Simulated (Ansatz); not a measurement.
Computed with Ansatz on PBE0-D4/def2-TZVP structures; ΔE is electronic, products minus reactants. CCSD(T)/CBS adds triple-zeta CCSD(T) − MP2 to the extrapolated MP2 energy (def2 sets, frozen cores). This one scheme is used for every species. DFT in def2-TZVPP. B3LYP here is the variant with VWN-RPA as its local correlation; programs differ in this. One conformer a species, not always the lowest.

Consider the redistribution: `F[SiH](F)N[SiH](Cl)Cl` + `F[SiH2][SiH2]F` → `F[SiH2][SiH](Cl)Cl` + `F[SiH2]N[SiH](F)F`.

Q: Is it downhill or uphill in electronic energy at CCSD(T)/CBS, and by how much? (An estimate is asked.)

A: The calculation gave: Downhill: ΔE = -0.14 eV.

Q: What do these levels give: PBE0-D4, ωB97X-V, B2PLYP, B3LYP, SCS-MP2/def2-TZVPP, HF/CBS(def2)? (Estimate.)

A: The calculation gave: PBE0-D4 -0.14, ωB97X-V -0.12, B2PLYP -0.16, B3LYP -0.17, SCS-MP2/def2-TZVPP -0.14, HF/CBS(def2) -0.15 eV.

Largest T1 diagnostic among the species: 0.012.

The D4 term adds +0.03 eV with B3LYP and +0.02 eV with PBE0; it sums over pairs of atoms, weighted by their polarisabilities, and B3LYP, whose exchange is more repulsive, gets the larger term.
